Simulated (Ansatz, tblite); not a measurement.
Forces on the cluster Al4H at its PBE0-D4/def2-SVP geometry. Charge 0, multiplicity 2.

The xTB rows come from tblite. In the doublet geometry the species has come apart into loosely held pieces. The structure comes from a short search, and lower isomers may exist.

GFN1-xTB (tblite), largest force 0.82 eV/Å:

```xyz
5
positions Å, forces eV/Å
Al    0.358   -1.359   -1.372    0.292    0.338    0.098
Al   -0.258    1.405    1.347    0.373   -0.028   -0.263
Al   -0.435    1.124   -1.241   -0.121    0.214   -0.244
Al    1.051   -0.838    1.090    0.182   -0.187    0.231
H    -0.716   -0.333    0.176   -0.726   -0.337    0.178
```

GFN2-xTB (tblite), largest force 0.96 eV/Å:

```
Al 0.239 0.066 -0.098
Al 0.221 0.149 -0.017
Al 0.227 0.043 0.007
Al 0.159 0.135 -0.100
H -0.846 -0.393 0.207
```

PBE-D4/def2-TZVP (Ansatz), largest force 0.20 eV/Å:

```
Al 0.013 -0.047 -0.050
Al -0.008 0.051 0.046
Al -0.064 0.124 -0.140
Al 0.110 -0.104 0.131
H -0.051 -0.024 0.012
```
